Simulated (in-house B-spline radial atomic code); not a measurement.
## RPA and G0W0 on LDA VWN5: Be⁺

Configuration [He] 2s1, highest spin, mean-field start LDA VWN5. Computed with an all-electron radial atomic-structure program (B-spline basis): all electrons, non-relativistic, point nucleus, each spin shell either full or empty, empty states to l = 9 with an (l + 1/2)⁻⁴ tail; G0W0 by contour deformation at full frequency.

RPA overbinds a lone outer s electron by self-correlation, and G0W0 tends to as well.

Command:
```bash
python run_gw.py task.json out
```
Settings (radii: box in bohr, nucleus in fm):
```
Z                        4
electrons                3
configuration            [He] 2s1
hamiltonian              nr
method                   lda,vwn
lmax                     9
spin_polarised           True
box_radius               23.78
intervals                45
ion_configuration        1s2
```

Run time, properties included: 1.3 s on 1 thread of Arm Neoverse N1 (shared host).

Energies (hartree):

```csv
term,value
mean-field total,-14.11551
Hartree-Fock functional on these orbitals,-14.27398
direct second order,-0.14482
second-order exchange,0.093846
SOSEX correction,0.076589
```

Question: What is the RPA correlation energy, and what remains with SOSEX?

Answer: RPA gives -0.12368 hartree (-1.12 eV per electron); RPA + SOSEX gives -0.047096, and the second-order doubles -0.050979 hartree (no singles). SOSEX takes back 62 % of the RPA value.

Quasi-particle levels (eV):

| level | occupied | mean field | Σx - vxc | Σc | QP weight | G0W0 |
| --- | --- | --- | --- | --- | --- | --- |
| 2s up | yes | -14.299 | -3.87 | ? | ? | ? |
| 2s down | no | -12.028 | 4.54 | -2.22 | 0.812 | -9.699 |

G0W0 = mean field + (Σx - vxc) + Σc, with Σc (partial-wave tail included) taken at the quasi-particle energy. Levels of low weight are left out.

Question: Where does G0W0 put 2s up?

Answer: At -18.906 eV, with Σc = -0.74 eV and a quasi-particle weight of 0.900. The tabulated removal energy is 18.211 eV (NIST, measured).

Question: What does it cost to remove one electron (to 1s2) by differences of total energies, each species on its own start (correlation terms add to the Hartree-Fock functional)?

Answer: LDA VWN5 18.254 eV, Hartree-Fock functional 18.098 eV, + RPA 19.054 eV, + RPA + SOSEX 18.175 eV, + second order 18.194 eV. Tabulated: 18.211 eV (NIST, measured).
